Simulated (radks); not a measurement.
Results of a calculation; reference values are marked as such.
Q: All-electron atom: Re V in [Xe] 4f14 5d3. Level of theory: Dirac Kohn-Sham, Wu-Cohen GGA, spin-unpolarised, spherical densities, point nucleus; open shells fill j = l - 1/2 first (a radial shooting solver on a logarithmic mesh with Libxc functionals).

Spin-orbit splittings of the eigenvalues, e(l+1/2) - e(l-1/2), with zeta = 2 splitting/(2l+1) and mean radii in bohr:

shell  occ.  splitting (eV)  zeta (eV)  <r> j=l-1/2  <r> j=l+1/2
2p        6            1440      960.0      0.06246      0.07054
3p        6           312.7      208.5       0.1870       0.2019
3d       10               ?          ?       0.1765       0.1811
4p        6           73.00      48.67       0.4450       0.4785
4d       10           13.49      5.394       0.4934       0.5048
4f       14           2.519     0.7197       0.5743       0.5828
5p        6           11.38      7.586        1.121        1.214
5d        3           1.238     0.4952        1.576        1.614

Estimate the 3d splitting.

A: 67.87 eV (zeta = 27.15 eV).
